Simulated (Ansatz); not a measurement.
Diatomic SnH, multiplicity 2 (the spin of the measured ground state). No spin–orbit coupling.

Constants: fifth-degree fit in 1/R to seven points, most abundant isotopes. Runs in def2 and cc sets follow the lowest solution found near the PBE0 minimum.

Correlated levels freeze the inner cores; with def2 sets outer-core shells near the valence are correlated too. CBS(a, b) extrapolates the correlation energy as X⁻³ and adds the Hartree–Fock energy of set b.

The values were computed with Ansatz (a quantum-chemistry and plane-wave program).  In def2 rows elements past Kr take small-core potentials, without spin–orbit coupling.

Question: What bond length and harmonic frequency does r2SCAN/def2-TZVPP give, and what D_e (from each atom's lowest state at the same level)?

Answer: r_e = 1.777 Å, ω_e = 1706 cm⁻¹, D_e = 2.68 eV.

Question: What bond length and harmonic frequency does CCSD/def2-QZVPP give, and what D_e (from each atom's lowest state at the same level)?

Answer: r_e = 1.763 Å, ω_e = 1749 cm⁻¹, D_e = 2.67 eV.

Question: What bond length and harmonic frequency does CCSD(T)/CBS(def2-TZVPP, def2-QZVPP) give?

Answer: r_e = 1.766 Å, ω_e = 1732 cm⁻¹.

Measured for the ground state: D_0 2.698 ± 0.18 eV (a handbook's tabulated 298 K bond energy less 3RT/2; such tables hold older values) [Luo, bond dissociation energies, CRC Handbook].
